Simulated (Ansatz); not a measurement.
Ideal-gas functions of `FC[S][InH2]` at 800 K and 1 bar, from an Ansatz frequency run at PBE0-D4/def2-TZVP.

Molar mass 181.93 g/mol, point group C1 (symmetry number 1), electronic degeneracy 1, moments of inertia 81.425, 342.02, 403.422 u Å². Harmonic wavenumbers (cm⁻¹, unscaled): 45, 133, 194, 337, 358, 413, 523, 568, 748, 955, 1043, 1249, 1348, 1482, 1847, 1866, 3073, 3136.

Use S(trans) = R[1.5 ln M + 2.5 ln T − 1.1517]; rotational temperatures θ = 24.2544 K / I; S(rot) = R[ln(√π/σ · √(T³/θAθBθC)) + 1.5]; for each mode x = 1.438777 ν̃/T, S = R[x/(eˣ − 1) − ln(1 − e⁻ˣ)] and H = RT x/(eˣ − 1); 1 cm⁻¹ = 0.0119627 kJ/mol; R = 8.31446 J/(mol·K).

Q: By hand: the entropy, in J/(mol·K).

A: Translation 194.3. Rotation: θ = 0.2979, 0.0709, 0.0601 K, giving 128.3. Vibration, mode by mode: 29.22, 20.23, 17.11, 12.60, 12.12, 10.98, 9.12, 8.49, 6.45, 4.77, 4.21, 3.14, 2.73, 2.26, 1.34, 1.30, 0.22, 0.20, in all 146.5. Electronic 0.0. Sum 469.1 J/(mol·K).

Q: By hand: H − E and G − E in kJ/mol, counted from the electronic energy.

A: Zero-point energy ½ × 19318 × 0.0119627 = 115.5; thermal vibration 54.2; translation, rotation and pV give 4 RT = 26.6. H − E = 196.3 kJ/mol, and G − E = 196.3 − 800 × 469.1/1000 = -179.0 kJ/mol.

Vibration gives 31 % of the entropy, 49.4 J/(mol·K) of it from the modes under 150 cm⁻¹: soft modes count most, and the harmonic formula is weakest for them. The sum counts one conformer and one mirror image; others add a mixing term.
